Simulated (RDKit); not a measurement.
Job for RDKit: MMFF94 on Si2H6 (SMILES [SiH3][SiH3]).

```python
from rdkit import Chem
from rdkit.Chem import AllChem, rdDetermineBonds

blocks = [
'''8

Si   -0.42224677   -0.17064279    5.23981039
Si   -0.39306729   -0.16977596    2.89615928
H    -1.76996695   -0.55755153    5.71966105
H    -0.09492958    1.18239471    5.74750020
H     0.57411721   -1.13894779    5.75482025
H    -0.68295668   -1.51223894    2.34339411
H     0.97424272    0.22039609    2.43984237
H    -1.34854097    0.81253999    2.33586499
''',
]
mol = None
for b in blocks:
    f = Chem.MolFromXYZBlock(b)
    rdDetermineBonds.DetermineBonds(f, charge=0)
    mol = f if mol is None else Chem.CombineMols(mol, f)
Chem.SanitizeMol(mol)
print(Chem.MolToSmiles(Chem.RemoveHs(mol)))
ff = AllChem.MMFFGetMoleculeForceField(mol, AllChem.MMFFGetMoleculeProperties(mol), nonBondedThresh=100.0, ignoreInterfragInteractions=False)
e = ff.CalcEnergy()
print(f'MMFF94 energy {e:.6f} kcal/mol')
```

It printed:

```
[SiH3][SiH3]
MMFF94 energy 23.390081 kcal/mol
```

The run finished.

Cost: roughly 0.06 core-seconds.
